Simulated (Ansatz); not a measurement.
Start from `[CH3][GeH2][TeH]` and change one element to get `[CH3][GeH2][SH]`.

Ansatz, PBE0-D4/def2-TZVP geometries, multiplicity 1. Each molecule was computed in one conformer, which needn't be the lowest.

Elements past krypton have def2 core potentials. Scalar relativity is left out up to krypton.

```json
{"property": "HOMO energy (PBE0/def2-TZVPP) / eV", "`[CH3][GeH2][TeH]`": "-6.32"}
{"property": "HOMO energy (ωB97M-V/def2-TZVPP) / eV", "`[CH3][GeH2][TeH]`": "-8.40"}
{"property": "LUMO energy (ωB97M-V/def2-TZVPP) / eV", "`[CH3][GeH2][TeH]`": "1.12"}
{"property": "HOMO energy (B3LYP/def2-TZVPP) / eV", "`[CH3][GeH2][TeH]`": "-6.10"}
{"property": "HOMO–LUMO gap (B3LYP/def2-TZVPP) / eV", "`[CH3][GeH2][TeH]`": "5.22"}
{"property": "HOMO–LUMO gap (ωB97M-V/def2-TZVPP) / eV", "`[CH3][GeH2][TeH]`": "9.52"}
```

Task: What does the change do to each property? (An estimate is asked.)

Result: The calculation gave: 
```csv
property,`[CH3][GeH2][SH]`,shift
HOMO energy (PBE0/def2-TZVPP) / eV,-7.14,-0.82
HOMO energy (ωB97M-V/def2-TZVPP) / eV,-9.35,-0.95
LUMO energy (ωB97M-V/def2-TZVPP) / eV,2.04,0.92
HOMO energy (B3LYP/def2-TZVPP) / eV,-6.89,-0.79
HOMO–LUMO gap (B3LYP/def2-TZVPP) / eV,6.86,1.64
HOMO–LUMO gap (ωB97M-V/def2-TZVPP) / eV,11.39,1.87
```

With PBE0 the HOMO falls by 0.82 eV and the LUMO rises by 0.88 eV, so the gap widens by about 1.70 eV. PBE moves the HOMO by -0.61 eV and ωB97M-V by -0.95 eV.

B3LYP here is the variant with VWN-RPA as its local correlation; programs differ in this.

Spin–orbit coupling is left out; it splits and shifts lone-pair levels of the heavy atoms by tenths of an eV.
